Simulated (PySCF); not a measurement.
Cl2GeH4OSi, SMILES [O]([GeH3])[SiH](Cl)Cl.

Coordinates come from a B3LYP-D3(BJ)/def2-SVP optimisation. This is a generated structure with no PubChem entry under its InChIKey; it may be hypothetical. The values are those of a single conformer.

These are ωB97X/def2-TZVP (PySCF) values and carry that method's errors.

Gas-phase values at a fixed geometry.

- total energy: -3364.78984 hartree
- highest occupied level: -11.38 eV
- lowest empty level: 1.74 eV
- orbital gap: 13.13 eV
- dipole moment: 1.93 D
- quadrupole, principal values (traceless, Buckingham form, about the centre of nuclear charge): -3.73, -3.02, 6.75 D·Å
- mean static polarisability: 76.4 bohr³ (11.32 Å³)
- polarisability, principal values: 68.4, 79.6, 81.1 bohr³
